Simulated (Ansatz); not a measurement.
Total energies of CH8GeSSi (`[SiH3][GeH2][CH2]S`).

```xyz
12

Si    0.389    1.770   -0.732
Ge    0.678   -0.583   -0.513
C    -0.905   -1.322    0.396
S    -1.275   -0.425    1.921
H    -1.020    2.052   -1.116
H     1.287    2.293   -1.796
H     0.702    2.469    0.539
H     1.904   -0.907    0.368
H     0.877   -1.278   -1.877
H    -0.807   -2.392    0.582
H    -1.776   -1.173   -0.245
H    -0.053   -0.505    2.473
```

Charge 0, multiplicity 1. Correlated methods include outer-core shells of Ge, which these sets cover unevenly. Scalar relativity is left out up to krypton. The structure was optimised at the PBE0-D4/def2-TZVP level. It is one conformer, not always the lowest. Basis def2-TZVPP, the Gaussian-basis code of Ansatz.

RPA on PBE orbitals: Hartree–Fock energy of these orbitals -2804.31620 Eh, correlation -1.30221 Eh (frozen core).

```
             functional  energy without D4 (Eh)  D4 term (kJ/mol)
            LDA (SPW92)             -2801.51457                 –
                    PBE             -2806.92767             -29.1
                 revPBE             -2807.32625             -77.7
                   BLYP             -2807.64306             -62.2
                 r2SCAN             -2807.54383              -7.1
                   PBE0             -2807.05782             -25.0
                  B3LYP             -2807.72720             -47.2
                r2SCAN0             -2807.51505              -8.6
HSE06 (plane-wave form)             -2807.04099             -23.6
                  BHLYP             -2807.58183             -39.6
                ωB97X-V             -2807.33009                 –
                ωB97M-V             -2807.43229                 –
                 B2PLYP             -2806.97085                 –
               PBE-QIDH             -2806.55638                 –
```

Give the same for B97M-V, r2SCANh, CAM-B3LYP, LC-ωPBE. (An estimate is asked.)

Computed: 
| functional | energy without D4 (Eh) | D4 term (kJ/mol) |
| --- | --- | --- |
| B97M-V | -2807.07428 | – |
| r2SCANh | -2807.53172 | -7.7 |
| CAM-B3LYP | -2807.74224 | -25.9 |
| LC-ωPBE | -2807.13744 | – |

B3LYP takes the VWN-RPA correlation (the form of Gaussian; ORCA's B3LYP/G). HSE06 is the plane-wave form, built on full-range PBE exchange. The double hybrids freeze the cores in their second-order part.

LC-ωPBE has ω = 0.4 bohr⁻¹.
